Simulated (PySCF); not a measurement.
Removal energies of Ru³⁴⁺ from EOM-IP-GCCSD

Reference: closed-shell Ru³⁴⁺, [Ne]; one electron is removed. Calculated with PySCF 2.14, two-component X2C-1e with screened spin-orbit coupling, an even-tempered Gaussian basis (18 s from 3.3 bohr⁻², ratio 2.6; 13 p from 4.3 bohr⁻², ratio 2.6; 6 d from 4.4 bohr⁻², ratio 2.8; 3 f from 110 bohr⁻², ratio 2.8); frozen 1s2; the 56 highest virtual spinors dropped; of the others 44 kept and the rest restored at second order. No Breit or QED terms. Binding energies in eV.

```tsv
level	Koopmans
2s1/2	5128.3
2p1/2	4895.5
2p3/2	4757.6
```

Task: How does correlation move these levels?

Result: 2s1/2: second order 5125.3, EOM-CCSD 5125.3; 2p1/2: second order 4893.3, EOM-CCSD 4893.4; 2p3/2: second order 4755.7, EOM-CCSD 4755.8.

For comparison, the ionisation energy of Ru³⁴⁺ is 4758 ± 3 eV (semi-empirical (NIST evaluation); NIST Atomic Spectra Database, ionization energies).
